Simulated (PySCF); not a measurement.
AlHCl2, SMILES [AlH]([Cl])[Cl]. The structure is a stationary point at PBE0-D3(BJ)/def2-TZVP.

Method: PySCF with PBE0-D3(BJ)/def2-TZVP.

Harmonic wavenumbers (cm⁻¹): 160, 451, 482, 585, 658, 2014. Rotational constants (GHz): 18.18, 2.233, 1.989; symmetry number 2.

**Question.** Work out the zero-point energy and the ideal-gas rigid-rotor harmonic-oscillator thermochemistry at 298.15 K and 1 atm.

**Answer.** ZPE = ½ Σ hcν = ½ × 4349 cm⁻¹ = 6.22 kcal/mol. H − E(el) = 9.48 kcal/mol. Entropy in cal/(mol K): translation 39.68, rotation 24.41, vibration 4.89, total 68.99. G − E(el) = -11.08 kcal/mol. Cp = 14.48 cal/(mol K).
